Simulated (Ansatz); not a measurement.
```yaml
crystal:
  periodic: [false, false, false]
  atoms:
    - {symbol: C, position_ang: [-0.594468, 0.981013, -0.055422]}
    - {symbol: Si, position_ang: [-0.337451, -0.923056, 0.166115]}
    - {symbol: N, position_ang: [1.468973, -0.934938, 1.253447]}
    - {symbol: F, position_ang: [-0.226032, -1.621263, -0.902278]}
    - {symbol: H, position_ang: [0.436680, 1.416934, -1.206259]}
    - {symbol: H, position_ang: [-0.415103, 1.704978, 0.513096]}
    - {symbol: H, position_ang: [-1.355460, 1.295297, -0.860693]}
    - {symbol: H, position_ang: [-0.860563, -1.241736, 1.082627]}
    - {symbol: H, position_ang: [2.038432, -1.262003, 0.628930]}
basis:
  gaussian: {orbitals: def2-TZVPP}
magnetization: {spin_polarized: true, initial_magnetization: 1}
hamiltonian: {xc: {name: LC-wPBE}}
smearing: {width: 0.1}
```

```sh
$ ansatz run in.yaml --threads 4 --pin off --events-out ev --progress --plain --max-ram 10444MiB
```

Shortened log:

```
Error: YAML parse error: error: line 17 column 1: unknown field `smearing`, expected one of crystal, accuracy, basis, kpoints, hamiltonian, magnetization, projection, total_charge, correlation, batch, efield, external_charges, scf, relax, neb, saddle, md, ramp, phonons, dielectric, real_time, elastic, magnetic_configurations, gw, evaluate, workflow, output, checkpoint, execution
15 | magnetization: {spin_polarized: true, initial_magnetization: 1}
16 | hamiltonian: {xc: {name: LC-wPBE}}
17 | smearing: {width: 0.1}
```

Q: What is wrong with this run?

A: The input holds a key that doesn't belong there. The program refused the input.
